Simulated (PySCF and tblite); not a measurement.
The numbers below are computed, except where a source is named.
## Conformers and averaged properties: C7H11N, numbered as in [N:1]#[C:2][CH:3]1[CH2:4][CH2:5][CH2:6][CH2:7][CH2:8]1

Free energies: B3LYP-D3(BJ)/def2-SVP (IEF-PCM, chloroform) on GFN2-xTB structures plus GFN2-xTB thermal terms, symmetry and mirror images included. Conformers within 4 kcal/mol (GFN2-xTB free energy) were kept, 10 at most. GIAO shieldings: KT2/pcSseg-1 (IEF-PCM, chloroform). Shifts are against TMS (¹H), TMS (¹³C) at the same level; of two unlike H on one atom, a is the less shielded. Programs: PySCF with density fitting and tblite.

The 6-ring runs over atoms 3–4–5–6–7–8.

| conformer | shape | symmetry | E(GFN2) kcal/mol | E(DFT) kcal/mol | G(298.15 K) kcal/mol | weight % | dipole D |
| --- | --- | --- | --- | --- | --- | --- | --- |
| 1 | 6-ring chair (all substituents equatorial) | Cs | 0.04 | 0.00 | 0.00 | 57.9 | 4.87 |
| 2 | 6-ring chair (C2 axial) | Cs | 0.00 | 0.08 | 0.19 | 42.1 | 4.53 |

Weights (%) against temperature:

```tsv
T (K)	1	2	S(mix) cal/mol/K
100	65.5	34.5	1.28
150	61.5	38.5	1.32
220	59.1	40.9	1.34
250	58.5	41.5	1.35
298.15	57.9	42.1	1.35
```

Averaged shifts at 298.15 K. ¹H: 2.79 (H3, 1H), 2.01 (H4a/H8a, 2H), 1.96 (H5a/H7a, 2H), 1.78 (H4b/H8b, 2H), 1.61 (H6a, 1H), 1.58 (H6b, 1H), 1.57 (H5b/H7b, 2H) ppm. ¹³C: 119.8 (C2), 36.1 (C4/C8), 31.9 (C6), 30.7 (C5/C7), 30.6 (C3) ppm.

Coordinates of conformer 1 (Å):

```xyz
19

N     3.556   -0.950   -0.441
C     2.525   -0.591   -0.103
C     1.213   -0.144    0.300
C     0.229   -1.323    0.281
C    -1.163   -0.849    0.688
C    -1.643    0.263   -0.241
C    -0.665    1.434   -0.221
C     0.730    0.974   -0.634
H     1.290    0.247    1.323
H     0.194   -1.744   -0.726
H     0.576   -2.104    0.961
H    -1.858   -1.689    0.656
H    -1.135   -0.477    1.716
H    -1.724   -0.126   -1.259
H    -2.635    0.601    0.067
H    -0.626    1.859    0.785
H    -1.007    2.217   -0.901
H     0.705    0.599   -1.660
H     1.429    1.812   -0.600
```

Coordinates of conformer 2 (Å):

```xyz
19

N     2.296   -0.123    2.046
C     1.849   -0.211    0.996
C     1.288   -0.322   -0.329
C     0.706    1.029   -0.770
C    -0.484    1.415    0.103
C    -1.558    0.332    0.055
C    -0.985   -1.004    0.518
C     0.202   -1.409   -0.352
H     2.106   -0.607   -1.004
H     1.479    1.800   -0.715
H     0.386    0.945   -1.812
H    -0.148    1.547    1.134
H    -0.896    2.366   -0.241
H    -2.398    0.615    0.692
H    -1.931    0.234   -0.968
H    -1.754   -1.778    0.470
H    -0.658   -0.918    1.557
H     0.619   -2.356   -0.001
H    -0.129   -1.546   -1.384
```

Shifts are unscaled: against experiment ¹³C can be off by 15 ppm or more and ¹H by 0.8 ppm.

Search and properties took 56 s on 1 thread of AMD EPYC 9R45 96-Core, on a host shared with other jobs (rough), launched as `OMP_NUM_THREADS=1 python ens_run.py task.json out`.
